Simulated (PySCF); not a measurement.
## Correlation energy of Si⁺ (silicon, charge +1)

[Ne] 3s2 3p1, 2P determinant. Computed with PySCF 2.14 in def2-TZVP, with the non-relativistic Hamiltonian (point nucleus). Frozen: [Ne]; 3 electrons correlated.

MP2 pair energies summed by pair of shells (mhartree):

```json
{"pair": "3s-3s", "energy": "-22.43", "share (%)": "55.6"}
{"pair": "3s-3p", "energy": "-17.90", "share (%)": "44.4"}
```

Total MP2 correlation energy: -40.33 mhartree.

Same-spin part -2.62 and opposite-spin part -37.72 mhartree; SCS-MP2 scales them by 1/3 and 6/5 to -46.13 mhartree.

| level | correlation energy (mhartree) |
| --- | --- |
| CCSD | -57.84 |
| (T) | -1.05 |
| CCSD(T) | -58.89 |

Diagnostics: T1 = 0.014, D1 = 0.0323, largest double amplitude 0.106.

Cost of the coupled-cluster step: 0.31 s of wall time on 1 thread of Neoverse-V2 (shared host), for 3 correlated electrons.
